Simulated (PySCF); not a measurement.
C₃H₆F₂Si, SMILES C(F)[SiH2]/C=C\F.

Geometry: PBE-D3(BJ)/def2-SVP. The structure was generated by enumeration; whether it is a known compound was not checked. Other conformers were not sampled.

Method: PySCF with PBE-D3(BJ)/def2-SVP.

Frequencies are harmonic and unscaled.

| mode | ν (cm⁻¹) | IR (km/mol) | moving atoms (share of kinetic energy) |
|---|---|---|---|
| 1 | 36 | 3.3 | H 31 %, C 30 %, F 26 %, Si 13 % |
| 2 | 104 | 2.2 | C 34 %, H 30 %, F 29 % |
| 3 | 111 | 1.1 | F 68 %, C 15 %, Si 10 % |
| 4 | 184 | 5.1 | F 46 %, Si 29 %, C 17 % |
| 5 | 287 | 2.9 | F 51 %, C 28 %, Si 15 % |
| 6 | 319 | 7.5 | C 49 %, H 46 % |
| 7 | 469 | 14.7 | H 87 % |
| 8 | 613 | 7.0 | C 50 %, Si 34 %, H 13 % |
| 9 | 637 | 6.0 | C 53 %, H 21 %, Si 14 %, F 12 % |
| 10 | 655 | 9.9 | H 79 %, C 14 % |
| 11 | 730 | 6.0 | C 50 %, H 32 %, Si 12 % |
| 12 | 761 | 58.6 | H 73 %, C 22 % |
| 13 | 822 | 171.5 | H 59 %, C 18 %, Si 16 % |
| 14 | 835 | 9.3 | H 71 %, C 24 % |
| 15 | 912 | 0.6 | H 75 %, C 24 % |
| 16 | 915 | 76.5 | H 94 % |
| 17 | 1002 | 102.6 | H 55 %, F 23 %, C 21 % |
| 18 | 1033 | 72.6 | C 50 %, F 40 %, H 10 % |
| 19 | 1191 | 47.1 | H 49 %, C 33 %, F 17 % |
| 20 | 1193 | 2.7 | H 91 % |
| 21 | 1260 | 1.5 | H 76 %, C 23 % |
| 22 | 1316 | 0.2 | H 76 %, C 23 % |
| 23 | 1397 | 1.4 | H 93 % |
| 24 | 1651 | 140.5 | C 94 % |
| 25 | 2162 | 108.8 | H 96 % |
| 26 | 2163 | 84.6 | H 98 % |
| 27 | 2960 | 13.6 | H 95 % |
| 28 | 3018 | 15.1 | H 90 %, C 10 % |
| 29 | 3097 | 4.7 | H 92 % |
| 30 | 3118 | 7.8 | H 91 %, C 9 % |
